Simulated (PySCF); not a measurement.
ClH4OSi2 (charge -1).
Cartesian coordinates in Å at the PBE0-D3(BJ)/def2-SVP level; atoms count from 1:
```
atom  x, y, z in Å
Si1   -1.0898    0.0444    0.2979
O2     0.1392   -0.7293   -0.4493
Si3    1.8735   -0.6892   -0.1463
Cl4    1.7165   -0.3773    2.0906
H5    -1.5845   -0.6145    1.5532
H6    -2.2835    0.0433   -0.6280
H7    -0.8235    1.4896    0.6145
H8     2.0607    0.8421   -0.4040
```

Computed at PBE0/pcSseg-1 (PySCF, non-relativistic), with Q(17O) = −0.0256 b, Q(35Cl) = −0.0817 b: O2, 17O (I = 5/2): χzz = -6.280 MHz, η = 0.371; Cl4, 35Cl (I = 3/2): χzz = -30.74 MHz, η = 0.295.

Where would the pure quadrupole (NQR) lines of 17O at O2 fall for the rigid, isolated species?

From the eigenvalues of H = χ/[4I(2I − 1)] × [3Iz² − I(I + 1) + η(Ix² − Iy²)], steps between neighbouring levels, labelled as for η = 0: ±1/2↔±3/2 1.074 MHz, ±3/2↔±5/2 1.836 MHz (siloxane oxygen).

Find the zero-field quadrupole resonance frequencies of 35Cl at Cl4.

From ν = (|χ|/2)√(1 + η²/3): ν = 15.59 MHz (silicon-bound chlorine). For 37Cl the ratio of quadrupole moments, 0.7881, gives 12.29 MHz.

In a crystal, neighbours and librations shift these lines. The pcSseg-1 basis has no diffuse functions, a weakness for an anion. The basis is small and wasn't made for field gradients, so the couplings can be 20 % off.

One conformer stands for the species.
